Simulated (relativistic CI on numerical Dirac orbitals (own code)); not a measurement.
## Level scheme of Ne VII

Calculated at this level of theory: Dirac-Coulomb-Breit CI, separate exchange-only KLI orbitals for each configuration, model QED, unscaled Slater integrals (own radial code, finite nucleus).

Configurations in the expansion (outside the closed core 1s2): 2s², 2s2p, 2p², 2p3s, 2p3p, 2s3s, 2s3p, 2s3d, 2s4s, 2s4p, 2s4d, 2s4f, 3s², 3s3p, 3p². Levels of other configurations are missing.

```csv
No.,Configuration,Term,J,E (cm⁻¹),%,Next component (%),jj configuration (%)
1,2s²,¹S,0,0,94,6 2p² ¹S,closed (94)
2,2s2p,³P°,0,112405,100,,2s 2p1/2 (100)
3,2s2p,³P°,1,112848,100,,2s 2p1/2 (67)
4,2s2p,³P°,2,113825,100,,2s 2p3/2 (100)
5,2s2p,¹P°,1,227671,100,,2s 2p3/2 (67)
6,2p²,³P,0,291996,100,,2p1/2^2 (68)
7,2p²,³P,1,292499,100,,2p1/2 2p3/2 (100)
8,2p²,³P,2,293364,100,,2p3/2^2 (65)
9,2p²,¹D,2,324768,99,,2p1/2 2p3/2 (64)
10,2p²,¹S,0,406143,93,6 2s² ¹S,2p3/2^2 (63)
11,2s3s,³S,1,976927,98,2 2p3p ³S,2s 3s (98)
12,2s3s,¹S,0,997252,96,4 2p3p ¹S,2s 3s (96)
13,2s3p,¹P°,1,1027475,90,9 2p3s ¹P°,2s 3p3/2 (53)
14,2s3p,³P°,0,1029485,99,1 2p3s ³P°,2s 3p1/2 (99)
15,2s3p,³P°,1,1029619,99,1 2p3s ³P°,2s 3p1/2 (59)
16,2s3p,³P°,2,1029873,99,1 2p3s ³P°,2s 3p3/2 (99)
17,2s3d,³D,1,1054392,98,2 2p3p ³D,2s 3d3/2 (98)
18,2s3d,³D,2,1054432,98,2 2p3p ³D,2s 3d3/2 (59)
19,2s3d,³D,3,1054505,98,2 2p3p ³D,2s 3d5/2 (98)
20,2s3d,¹D,2,1075464,98,2 2p3p ¹D,2s 3d5/2 (59)
21,2p3s,³P°,0,1121279,99,1 2s3p ³P°,2p1/2 3s (99)
22,2p3s,³P°,1,1121779,99,1 2s3p ³P°,2p1/2 3s (69)
23,2p3s,³P°,2,1122869,99,1 2s3p ³P°,2p3/2 3s (99)
24,2p3s,¹P°,1,1142064,90,9 2s3p ¹P°,2p3/2 3s (63)
25,2p3p,¹P,1,1148728,99,1 ³D,2p3/2 3p3/2 (49)
26,2p3p,³D,1,1155167,97,2 2s3d ³D,2p1/2 3p1/2 (64)
27,2p3p,³D,2,1155753,98,2 2s3d ³D,2p1/2 3p3/2 (51)
28,2p3p,³D,3,1156756,98,2 2s3d ³D,2p3/2 3p3/2 (98)
29,2p3p,³S,1,1166067,97,2 2s3s ³S,2p3/2 3p3/2 (39)
30,2p3p,³P,0,1172152,100,,2p1/2 3p1/2 (69)
31,2p3p,³P,1,1172539,99,,2p3/2 3p1/2 (56)
32,2p3p,³P,2,1173113,100,,2p3/2 3p3/2 (64)
33,2p3p,¹D,2,1188097,98,2 2s3d ¹D,2p3/2 3p3/2 (36)
34,2p3p,¹S,0,1212007,92,4 2s4s ¹S,2p3/2 3p3/2 (63)
35,2s4s,³S,1,1298528,100,,2s 4s (100)
36,2s4s,¹S,0,1310267,96,4 2p3p ¹S,2s 4s (96)
37,2s4p,³P°,0,1316840,100,,2s 4p1/2 (100)
38,2s4p,³P°,1,1316887,100,,2s 4p1/2 (68)
39,2s4p,³P°,2,1316994,100,,2s 4p3/2 (100)
40,2s4p,¹P°,1,1321128,99,1 2p3s ¹P°,2s 4p3/2 (68)
41,2s4d,³D,1,1327152,100,,2s 4d3/2 (100)
42,2s4d,³D,2,1327163,100,,2s 4d3/2 (60)
43,2s4d,³D,3,1327186,100,,2s 4d5/2 (100)
44,2s4f,³F°,2,1332922,100,,2s 4f5/2 (100)
45,2s4f,³F°,3,1332927,100,,2s 4f5/2 (59)
46,2s4f,³F°,4,1332935,100,,2s 4f7/2 (100)
47,2s4f,¹F°,3,1333772,100,,2s 4f7/2 (59)
48,2s4d,¹D,2,1335004,100,,2s 4d5/2 (60)
```

Energies count from the lowest computed level; ° marks odd parity. Filled j subshells are mostly left out of the jj labels.

The mean weight of the leading LS term, summed over parents, in these 48 levels is 98 %, and that of the leading jj configuration (from the same eigenvectors) 77 %, so LS coupling describes them better.

At this charge configurations can still be misplaced by up to about 7 % of their energy. 9 of the 9 excited levels that our extract of the measured tables holds in this range could be paired (the sources list more); they are missed by 4862 cm⁻¹ on average and 19007 at most, and levels without a partner can miss by more.
